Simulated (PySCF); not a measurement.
Precursor series Zr F-NH2. All species are isolated molecules in the gas phase. One relaxed conformer stands for each flexible species; it need not be the lowest.

Computed with TPSSh-D3(BJ)/def2-TZVP // BP86-D3(BJ)/def2-SVP run with PySCF 2.14.0. All candidates: neutral, multiplicity 1. 

| Property | Value |
|---|---|
| HOMO–LUMO gap | 5.73 eV |
| LUMO | -0.55 eV |
| HOMO | -6.27 eV |

Problem. Identify which member has these values.
A. [Zr(F)2(NH2)2]
B. [Zr(F)3(NH2)]
C. [Zr(NH2)4]
D. [Zr(F)(NH2)3]

Solution. D, [Zr(F)(NH2)3]. The others give [Zr(F)2(NH2)2]: 5.13 eV, -1.27 eV, -6.41 eV; [Zr(F)3(NH2)]: 5.73 eV, -1.63 eV, -7.36 eV; [Zr(NH2)4]: 5.57 eV, -0.36 eV, -5.93 eV
